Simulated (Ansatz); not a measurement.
The cluster Sn3F5, relaxed as a doublet with UKS r2SCAN-D4/def2-SVP in Ansatz, starting from the GFN1-xTB geometry. Force threshold 0.03 eV/Å.

In the def2 sets Sn takes a core potential; there is no spin–orbit coupling. The relaxation made no stability test and no search for a lower SCF solution. The structure comes from a short search, and lower isomers may exist.

Start:

Cartesian coordinates in Å:
```
Sn 1.142 1.468 -0.175
Sn 0.498 -1.565 0.378
Sn -1.611 0.432 -0.835
F -0.787 -1.542 -1.419
F -0.906 2.214 0.305
F 1.066 0.202 1.547
F 2.058 -0.467 -0.743
F -1.459 -0.743 0.942
```

(1) Estimate the energy that the relaxation releases and the steps that it takes.

(2) Does the start keep its bonding and symmetry?

(3) Predict the relaxed structure.

Answers

(1) 0.60 eV, in 6 steps; 20 s on 4 threads of Intel Xeon Platinum 8375C on a shared host. No frequencies were taken in this run, so the end may be a saddle point.

(2) By distances, no bond broke or formed. The bond that changes most is Sn2–F7, from 2.21 to 2.15 Å (atoms count from 1). Point group Cs at the start, Cs at the end, both within 0.05 Å.

(3) 
```xyz
8

Sn    1.188    1.564   -0.228
Sn    0.524   -1.709    0.495
Sn   -1.684    0.484   -0.915
F    -0.589   -1.427   -1.318
F    -0.865    2.026    0.430
F     0.987    0.237    1.423
F     1.815   -0.523   -0.743
F    -1.376   -0.652    0.857
```
Bond lengths (bridged metal pairs left out): 10 × F–Sn 2.13 to 2.24 Å.
